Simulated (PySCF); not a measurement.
SbBr₃, SMILES [Br][Sb]([Br])[Br].

Geometry optimised at B3LYP-D3(BJ)/def2-SVP. The isomer is the one that the SMILES or the coordinates give; other isomers of the formula were not compared. The def2 effective core potentials stand for the cores of Sb; spin–orbit coupling is left out.

Level of theory: B3LYP-D3(BJ)/def2-SVP (PySCF).

Frequencies are harmonic and unscaled.

Modes within 1.5 cm⁻¹ of each other (mostly degenerate sets) share a row, with their intensities summed.

```json
[
 {"mode": "1–2", "ν (cm⁻¹)": "72", "IR (km/mol)": "0.7", "Raman (Å⁴/amu)": "7.8", "depolarisation": "0.75", "moving atoms (share of kinetic energy)": "Br 89 %, Sb 11 %"},
 {"mode": "3", "ν (cm⁻¹)": "95", "IR (km/mol)": "1.3", "Raman (Å⁴/amu)": "4.6", "depolarisation": "0.46", "moving atoms (share of kinetic energy)": "Br 70 %, Sb 30 %"},
 {"mode": "4–5", "ν (cm⁻¹)": "244", "IR (km/mol)": "88.6", "Raman (Å⁴/amu)": "12.4", "depolarisation": "0.75", "moving atoms (share of kinetic energy)": "Br 55 %, Sb 45 %"},
 {"mode": "6", "ν (cm⁻¹)": "248", "IR (km/mol)": "10.4", "Raman (Å⁴/amu)": "16.0", "depolarisation": "0.00", "moving atoms (share of kinetic energy)": "Br 63 %, Sb 37 %"}
]
```
